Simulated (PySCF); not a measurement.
Compound: TeO2F2.
Z-matrix (Å and degrees, PBE0-D3(BJ)/def2-SVP geometry), rows numbered from 1:
```
Te
O   1  1.7915
O   1  1.7912  2  131.21
F   1  1.8976  2  106.62  3  -131.20
F   1  1.8975  2  106.69  3   131.06
```

Mulliken charges (e) from the PBE0/pcSseg-1 (def2-TZVP on Te) density (PySCF), one withheld:

```csv
atom,bonded to,charge
Te1,O2 O3 F4 F5,?
O2,Te1,-0.4629
O3,Te1,-0.4630
F4,Te1,-0.3677
F5,Te1,-0.3677
```

**Question.** What is the charge on Te1?

**Answer.** The charges add up to the total charge, 0. The others sum to -1.6613, which leaves +1.6613 e for Te1 (tellurium bonded to 2 F and 2 O); the computed value is +1.6614, the difference coming from rounding.

**Question.** Across which bond do the charges differ most?

**Answer.** Te1–O3: +1.6614 on Te1 against -0.4630 on O3, a difference of 2.1244 e (Te1–O2 within 0.003 e of it). The lower charge is on the more electronegative element of the two (Pauling values: O 3.44, Te 2.10).

**Question.** Take the bonds between elements whose Pauling electronegativities differ by more than 0.25. In how many does the more electronegative atom carry the lower charge?

**Answer.** In 4 of 4.

The Mulliken scheme gives each basis function's population to the atom it is centred on and halves the overlap population of two atoms between them. Isolated species at its PBE0-D3(BJ)/def2-SVP geometry, gas phase. Atoms past krypton carry effective core potentials; spin–orbit coupling is left out.
